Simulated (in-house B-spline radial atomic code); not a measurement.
# Solving the quasi-particle equation for 5p of La³⁺

Configuration [Kr] 4d10 5s2 5p6, start PBE. Computed with a B-spline radial code for spherical atoms: all electrons, scalar-relativistic (spin-free one-electron X2C), finite nucleus, each spin shell either full or empty, empty states to l = 9 with an (l + 1/2)⁻⁴ tail; G0W0 by contour deformation at full frequency.

Spin-orbit coupling, left out, splits p levels strongly here.

Spin-orbit coupling splits this shell strongly; the level is its average.

At the mean-field level ε = -44.743 eV the matrix elements are Σx = -25.642 eV, v_xc = -20.167 eV and Σc(ε) = -1.149 eV, and the slope of the correlation self-energy is dΣc/dω = -0.0697. The quasi-particle energy solves E = ε + Σx − v_xc + Σc(E).

Task: What does the linearised equation give?

Result: Z = 1/(1 − dΣc/dω) = 1/1.0697 = 0.9348. The first-order shift is Σx − v_xc + Σc(ε) = -25.642 − (-20.167) + (-1.149) = -6.624 eV, so E ≈ ε + Z × shift = -44.743 + 0.9348 × (-6.624) = -50.935 eV.

Task: How does that compare with the full solution and with static screening?

Result: Solving the equation at full frequency dependence gives E = -50.895 eV, where Σc = -0.678 eV and the weight is 0.921; the linearised value is off by 40 meV. Leaving Z out would give -51.367 eV. Static COHSEX puts -3.701 eV in place of Σc and gives -53.919 eV, 3.02 eV deeper.
